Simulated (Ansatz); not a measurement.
CH$_{6}$BNO$_{2}$, SMILES `OBNCO`. The species carries charge 0 and has multiplicity 1. All single points use the PBE0-D4/def2-TZVP geometry. It is a higher conformer; a search finds a lower one.

```xyz
11

O     1.462    1.146   -0.682
B     1.495    0.186    0.283
N     0.327   -0.502    0.692
C    -0.987   -0.201    0.237
O    -1.024   -0.305   -1.183
H     0.633    1.121   -1.175
H     2.541   -0.074    0.804
H     0.407   -1.302    1.293
H    -1.270    0.823    0.523
H    -1.700   -0.895    0.695
H    -1.883    0.002   -1.487
```

Question: What is the dipole moment at ωB97M-V/def2-TZVPP? (An estimate is asked.)

Answer: The calculation gave: 3.88 D, with components (-3.72, -0.76, 0.80) D in this frame, pointing from negative to positive charge.

Question: And with PBE, r2SCAN, B3LYP? (Best estimate.)

Answer: Computed: PBE 3.80 D, r2SCAN 3.83 D, B3LYP 3.86 D.

Question: Give the Mulliken charges with ωB97M-V, r2SCAN, PBE in def2-TZVPP. (An estimate is asked.)

Answer: The calculation gave: 
```json
{"atom": "O1", "ωB97M-V": "-0.32", "r2SCAN": "-0.34", "PBE": "-0.28"}
{"atom": "B2", "ωB97M-V": "0.12", "r2SCAN": "0.20", "PBE": "0.09"}
{"atom": "N3", "ωB97M-V": "-0.21", "r2SCAN": "-0.27", "PBE": "-0.18"}
{"atom": "C4", "ωB97M-V": "-0.03", "r2SCAN": "0.13", "PBE": "-0.02"}
{"atom": "O5", "ωB97M-V": "-0.31", "r2SCAN": "-0.35", "PBE": "-0.30"}
{"atom": "H6", "ωB97M-V": "0.18", "r2SCAN": "0.19", "PBE": "0.18"}
{"atom": "H7", "ωB97M-V": "0.03", "r2SCAN": "-0.04", "PBE": "-0.03"}
{"atom": "H8", "ωB97M-V": "0.12", "r2SCAN": "0.17", "PBE": "0.16"}
{"atom": "H9", "ωB97M-V": "0.14", "r2SCAN": "0.07", "PBE": "0.10"}
{"atom": "H10", "ωB97M-V": "0.10", "r2SCAN": "0.04", "PBE": "0.09"}
{"atom": "H11", "ωB97M-V": "0.17", "r2SCAN": "0.20", "PBE": "0.19"}
```

B3LYP here is the variant with VWN-RPA as its local correlation; programs differ in this.
